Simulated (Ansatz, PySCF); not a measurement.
This Ansatz (a first-principles code) input computes a PBE/def2-TZVPD energy:

Ansatz 0.2 input:
```yaml
crystal:
  periodic: [false, false, false]
  atoms:
    - {symbol: Se, position_ang: [1.17262568, 0.40922539, 0.48775405]}
    - {symbol: Se, position_ang: [-0.66558231, -0.15182904, -0.68988109]}
    - {symbol: C, position_ang: [-1.84608856, -0.92752492, 0.68649734]}
    - {symbol: H, position_ang: [-2.76673434, -1.22610297, 0.18695246]}
    - {symbol: H, position_ang: [-2.04565369, -0.17185354, 1.44061804]}
    - {symbol: H, position_ang: [-1.35055516, -1.78836990, 1.12576501]}
basis:
  gaussian:
    orbitals: def2-TZVPD
hamiltonian:
  xc: {name: PBE}
magnetization: {spin_polarized: true, initial_magnetization: 1}
output: {forces: true}
```

Q: Write an input for the same energy in PySCF and say what it gives.

A: 
```python
from pyscf import gto, scf, dft

mol = gto.M(
    atom='''
    Se    1.17262568    0.40922539    0.48775405
    Se   -0.66558231   -0.15182904   -0.68988109
    C    -1.84608856   -0.92752492    0.68649734
    H    -2.76673434   -1.22610297    0.18695246
    H    -2.04565369   -0.17185354    1.44061804
    H    -1.35055516   -1.78836990    1.12576501
    ''',
    basis='def2-tzvpd',
    charge=0,
    spin=1,
    verbose=4,
)

mf = dft.UKS(mol, xc='pbe').density_fit(auxbasis='def2-universal-jkfit')
mf.grids.level = 3
mf.conv_tol = 1e-9
mf.max_cycle = 100
mf.max_memory = 1500
mf.kernel()
if not mf.converged:
    mf = mf.newton()
    mf.kernel(mf.make_rdm1())
for _ in range(2):
    mo, _, stable, _ = mf.stability(return_status=True)
    if stable:
        break
    mf.kernel(mf.make_rdm1(mo, mf.mo_occ))
mf.analyze()
```
It gives -4842.26730 Eh, and Ansatz -4842.26721 Eh, a difference of 0.09 mEh, from the treatment of integrals and grids.

It need not be the lowest isomer of its formula.
